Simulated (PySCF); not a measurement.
**Ionisation energy of Gd⁺ by level of theory**

Gd⁺ [Xe] 4f7 5d1 6s1 [4f5/2^6 4f7/2^1 5d3/2^1 6s1/2^1, M_J = 5/2] → Gd²⁺ [Xe] 4f7 5d1 [4f5/2^6 4f7/2^1 5d3/2^1, M_J = 2], as a difference of total energies. Calculation: PySCF 2.14, in x2c-SVPall-2c (7s10p9d3f1g, 112 functions); the two-component X2C-1e Hamiltonian. Correlated levels: [Ar] 3d10 frozen; the 16 highest virtual spinors dropped. "Screened" scales the spin-orbit matrix elements by Boettger's factors to mimic the two-electron term; Breit and QED terms are absent.

```csv
method,ionisation energy (eV),difference from reference (eV)
GHF (spin-free),11.399,-0.677
GMP2 (spin-free),12.040,-0.036
GHF (screened spin-orbit),11.379,-0.697
GMP2 (screened spin-orbit),12.020,-0.056
```

Reference: 12.076 ± 0.02 eV (semi-empirical (NIST evaluation); NIST Atomic Spectra Database, ionization energies).

The spin-free rows relax to the high-spin LS determinant and lack the spin-orbit shift.

Errors of the correlated levels include the incompleteness of this basis and the frozen core.

The labels give the starting determinants; with spin-orbit coupling the two ends relaxed to ⟨J²⟩ = 12.48, ⟨L²⟩ = 6.05, ⟨S²⟩ = 24.59 and ⟨J²⟩ = 9.63, ⟨L²⟩ = 6.03, ⟨S²⟩ = 19.83.

The determinant of Gd⁺ and of Gd²⁺ mixes levels of different J (the jj label is only the starting occupation), so the difference between spin-free and spin-orbit rows is not the physical spin-orbit shift.
